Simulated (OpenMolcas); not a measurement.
# Ni6+: effect of the active space

```yaml
Program: OpenMolcas 26.06
Method: CASSCF or its RAS form
Basis: ANO-RCC-VTZP
Scalar_Hamiltonian: DKH2, point nucleus
Spin-orbit_coupling: state interaction with AMFI integrals over the reference wave functions, term energies averaged over their components
```

A. 4 electrons in 5 orbitals (3d); 2S+1 = 5 even, 5 roots; 2S+1 = 3 even, 45 roots; 2S+1 = 1 even, 50 roots; cost of the order of 26 core-seconds
B. 10 electrons in 8 orbitals (RAS1 3p, at most 2 holes; RAS2 3d); 2S+1 = 5 even, 5 roots; 2S+1 = 3 even, 45 roots; 2S+1 = 1 even, 44 roots; cost roughly 60 core-seconds
C. 4 electrons in 10 orbitals (3d 4d); 2S+1 = 5 even, 5 roots; 2S+1 = 3 even, 45 roots; 2S+1 = 1 even, 44 roots; cost about 80 core-seconds

Energies in cm-1 above 3d4 5D0, the measured ground level; measured values from Corliss and Sugar, J. Phys. Chem. Ref. Data 10, 197 (1981).

| Level | A | B | C | Measured |
| --- | --- | --- | --- | --- |
| 3d4 5D0 | 0.0 | 0.0 | 0.0 | 0.0 |
| 3d4 5D1 | 287 | 300 | 290 | 279 |
| 3d4 5D2 | 836 | 868 | 843 | 804 |
| 3d4 5D3 | 1607 | 1658 | 1621 | 1520 |
| 3d4 5D4 | 2563 | 2627 | 2588 | 2392 |
| 3d4 3H4 | 33608 | 35603 | 32947 | 31672 |
| 3d4 3H5 | 34228 | 36324 | 33597 | 32286 |
| 3d4 3H6 | 34881 | 37025 | 34280 | 32877 |
| 3d4 3P0(1) | 35266 | 30784 | 34491 | 30077 |
| 3d4 3P1(1) | 36944 | 32535 | 36179 | 31836 |
| 3d4 3F2(1) | 38851 | 36883 | 38108 | 34247 |
| 3d4 3F3(1) | 38900 | 37122 | 38167 | 34317 |
| 3d4 3F4(1) | 39179 | 37507 | 38474 | 34576 |
| 3d4 3P2(1) | 39739 | 35390 | 38985 | 34555 |
| 3d4 3G3 | 42588 | 42846 | 41786 | 38160 |
| 3d4 3G4 | 43257 | 43552 | 42479 | 38746 |
| 3d4 3G5 | 43729 | 44193 | 42979 | 39247 |
| 3d4 1I6 | 50924 | 54116 | 50132 |  |
| 3d4 1G4(1) | 53952 | 52047 | 53019 |  |
| 3d4 3D3 | 54671 | 52719 | 53833 |  |
| 3d4 3D2 | 54876 | 52879 | 54033 |  |
| 3d4 3D1 | 55179 | 53221 | 54313 |  |
| 3d4 1F3 | 76195 | 74122 | 75072 |  |
| 3d4 3F4(2) | 89698 | 85556 | 87822 |  |

Deviations, from unrounded energies. A percentage is the sum of absolute deviations over the sum of measured energies, with the sign that they share, or ± where signs differ.

```
                        Against measurement  Levels      A     B     C
             mean absolute deviation (cm-1)      16   3100  2400  2500
      fine structure of the ground term (%)       4   +6.0  +9.2  +6.9
other terms of the ground configuration (%)      12  +11.8  +9.0  +9.7
```

B lies closest to measurement on these levels and A furthest from it. The largest miss of B in the table is 3d4 3G5, by +4900 cm-1. The ranking rests on the paired levels alone, and a cruder setting can come out closer through cancelling errors.

The spin-orbit steps hold different terms of 3d4 (B lacks a 1D, a 1S; C lacks a 1D, a 1S), which shifts levels as well.

Among A to C the level of the table that moves most is 3d4 3P0(1), by 4500 cm-1 (lowest in B, highest in A).

Without dynamic correlation excited terms often stand tens of per cent too high (terms of higher spin than the ground term too low), and those without a measured partner can miss by more than the paired ones. Some levels mix across a computed gap that differs much from the measured one, so their mixing is not that of the real levels (holds for B). Active for correlation alone: 3p; no level in the range computed is led by a configuration that opens it, so any true level of that kind is missing (holds for B). Active for correlation alone: 4d; no level in the range computed is led by a configuration that fills it, so any true level of that kind is missing (holds for C). Measured partners are found by configuration, term and J. A level has none where our copy of the source lacks it or the pairing is in doubt (some pairs that miss far off the trend of their configuration count as doubtful), and it then counts in no deviation. Only configurations of the active space appear. The table leaves out levels that lie high or whose names do not pair safely across all columns.

A number in round brackets counts repeated terms of one configuration in the order of the reference energies.
